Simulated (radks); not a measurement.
Excited configurations of neutral praseodymium: one electron is placed in a higher orbital outside [Xe] 4f3 6s1. The ground configuration is [Xe] 4f3 6s2. Method: Dirac Kohn-Sham, PBE, spin-unpolarised, spherical densities, point nucleus; open shells are shared between the two j in proportion to 2j + 1; computed with a radial shooting solver on a logarithmic mesh with Libxc functionals. Excitation = E - E(ground); binding = E(ion) - E, where the ion is the core of charge +1; n* = 1/sqrt(2 binding) in atomic units, and the quantum defect is n - n*. Eigenvalue and <r> are those of j = l + 1/2.

outer orbital	excitation (eV)	binding (eV)	n*	eigenvalue (eV)	<r> (bohr)
5d	1.563	4.159	1.809	-1.326	3.709
5f	4.788	0.935	3.816	-0.426	16.67
6p	2.263	3.459	1.983	-1.723	6.025
6d	4.232	1.490	3.022	-0.717	11.55
6f	5.063	0.659	4.544	-0.366	28.04
7s	3.652	2.070	2.564	-1.235	10.53
7p	4.175	1.548	2.965	-0.890	13.43
7d	4.789	0.933	3.819	-0.533	21.23
7f	5.240	0.483	5.309	-0.294	41.65

The Delta-SCF ionisation energy is 5.722 eV (NIST Atomic Spectra Database: 5.470 eV, semi-empirical). Self-interaction in the functional shifts the binding energies and quantum defects, so they are the method's values and not measured ones. Spin polarisation and multiplet splitting are left out, so open shells lie too high by an amount that depends on their filling. Sharing an open shell by 2j + 1 raises it above the true ground level by a part of the spin-orbit splitting, which enters the differences from NIST.

Beside tabulated values, note that spin-unpolarised runs miss the spin-polarisation part of the exchange energy of open shells.
